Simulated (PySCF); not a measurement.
**Removal energies of Pt⁵⁰⁺ from EOM-IP-GCCSD**

Reference: closed-shell Pt⁵⁰⁺, [Ar] 3d10; one electron is removed. Calculated with PySCF 2.14, two-component X2C-1e with screened spin-orbit coupling, an uncontracted even-tempered set (18 s from 4.6 bohr⁻², ratio 2.6; 15 p from 5.9 bohr⁻², ratio 2.6; 10 d from 5.9 bohr⁻², ratio 2.6; 5 f from 6.1 bohr⁻², ratio 2.8); frozen [Ar]; the 98 highest virtual spinors dropped; of the others 70 kept and the rest restored at second order. No Breit or QED terms. Binding energies in eV.

| level | Koopmans | second order | EOM-CCSD |
| --- | --- | --- | --- |
| 3d3/2 | 4803.5 | 4802.8 | 4802.8 |

For comparison, the ionisation energy of Pt⁵⁰⁺ is 4715 ± 4 eV (measured; NIST Atomic Spectra Database, ionization energies).

Only part of the computed levels is shown.
